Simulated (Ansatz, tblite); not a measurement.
Isomers of Bi₃S₃⁺ (singlet), found by a short tight-binding search and relaxed with PBE-D4/def2-SVP in Ansatz.

In the def2 sets Bi takes a core potential; there is no spin–orbit coupling. The xTB rows come from tblite. Correlated methods freeze 27 core orbitals; core or outer-core shells of Bi are correlated, in sets that lack core-valence functions.

Run but left out: HF/def2-SVP, HF/def2-TZVP (A: restricted singlet, unstable towards broken spin symmetry); PBE-QIDH/def2-TZVP (A: restricted singlet, unstable in another Hartree–Fock run and untested here).

A further structure is left out (at the level of its geometry, restricted singlet, unstable towards broken spin symmetry at other levels and untested here); at PBE0-D4/def2-TZVP its energy lies 1.98 eV above the lowest shown.

A: The restricted singlet is unstable towards broken spin symmetry in Hartree–Fock (as tested in another run); at PBE-D4/def2-SVP, PBE-D4/def2-TZVP, BLYP-D4/def2-TZVP, r2SCAN-D4/def2-TZVP and others this wasn't settled. At CCSD(T)/def2-SVP T1 of the charge 1 singlet is large (up to 0.021), so the single-reference result is doubtful. At CCSD(T)/def2-SVP, MP2/def2-TZVP the restricted singlet (for correlated methods, its reference) is unstable: a solution with broken spin symmetry lies lower. B: The restricted singlet is unstable towards broken spin symmetry in Hartree–Fock (as tested in another run); at PBE-D4/def2-SVP, PBE-D4/def2-TZVP, BLYP-D4/def2-TZVP, r2SCAN-D4/def2-TZVP and others this wasn't settled. At CCSD(T)/def2-SVP T1 of the charge 1 singlet is large (up to 0.025), so the single-reference result is doubtful. At CCSD(T)/def2-SVP, MP2/def2-TZVP the restricted singlet (for correlated methods, its reference) is unstable: a solution with broken spin symmetry lies lower. C: The restricted singlet is unstable towards broken spin symmetry in Hartree–Fock (as tested in another run); at PBE-D4/def2-SVP, PBE-D4/def2-TZVP, BLYP-D4/def2-TZVP, r2SCAN-D4/def2-TZVP and others this wasn't settled. At CCSD(T)/def2-SVP T1 of the charge 1 singlet is large (up to 0.025), so the single-reference result is doubtful. At CCSD(T)/def2-SVP, MP2/def2-TZVP the restricted singlet (for correlated methods, its reference) is unstable: a solution with broken spin symmetry lies lower. D: The restricted singlet is unstable towards broken spin symmetry in Hartree–Fock (as tested in another run); at PBE-D4/def2-SVP, PBE-D4/def2-TZVP, BLYP-D4/def2-TZVP, r2SCAN-D4/def2-TZVP and others this wasn't settled. At CCSD(T)/def2-SVP, MP2/def2-TZVP the restricted singlet (for correlated methods, its reference) is unstable: a solution with broken spin symmetry lies lower.

Other spin states weren't relaxed.

A:

Cartesian coordinates in Å:
```
Bi 0.894 -0.940 1.608
Bi -1.676 -1.708 0.082
Bi -0.881 0.475 -1.836
S 0.345 1.608 1.531
S 0.789 -1.558 -0.942
S 0.529 2.124 -0.442
```

B:

Cartesian coordinates in Å:
```
Bi -0.268 -2.112 -0.478
Bi 1.694 1.684 -0.592
Bi -1.387 -0.231 1.667
S -2.134 -0.393 -0.770
S 0.324 1.741 1.471
S 1.771 -0.689 -1.299
```

C:

```xyz
6

Bi    2.013   -0.659   -1.525
Bi   -0.002    0.207    2.006
Bi   -0.966    0.095   -1.428
S     1.003    1.487   -0.311
S     0.181   -1.811    0.028
S    -2.228    0.682    1.230
```

D:

```csv
atom,x (Å),y (Å),z (Å)
Bi1,-0.521,-0.884,1.918
Bi2,-0.562,-0.290,-1.744
Bi3,1.643,1.115,0.888
S4,1.288,-1.407,-0.027
S5,0.450,2.002,-1.172
S6,-2.298,-0.536,0.136
```

Question: Estimate their order by electronic energy at PBE0-D4/def2-TZVP, counted from the lowest.

Answer: D (0.00) < B (0.28) < A (0.73) < C (0.80), in eV.

Question: Do the other levels pick the same lowest one?

Answer: All that were run do. Energies above each level's lowest (eV):

```csv
level,A,B,C,D
GFN1-xTB,1.13,0.60,1.10,0.00
GFN2-xTB,0.93,0.09,1.10,0.00
PBE-D4/def2-SVP,0.73,0.17,0.59,0.00
PBE-D4/def2-TZVP,0.66,0.18,0.66,0.00
BLYP-D4/def2-TZVP,0.67,0.07,0.68,0.00
r2SCAN-D4/def2-TZVP,0.76,0.19,0.76,0.00
PBE0-D4/def2-SVP,0.79,0.26,0.72,0.00
PBE0-D4/def2-TZVP,0.73,0.28,0.80,0.00
CAM-B3LYP-D4/def2-TZVP,0.79,0.21,0.92,0.00
MP2/def2-SVP,0.70,0.19,0.68,0.00
MP2/def2-TZVP,0.68,0.30,0.64,0.00
CCSD/def2-SVP,0.76,0.21,0.83,0.00
CCSD(T)/def2-SVP,0.72,0.16,0.69,0.00
```
Point groups (tolerance 0.1 Å): A not assigned, B Cs, C Cs, D Cs. Lower isomers may exist.
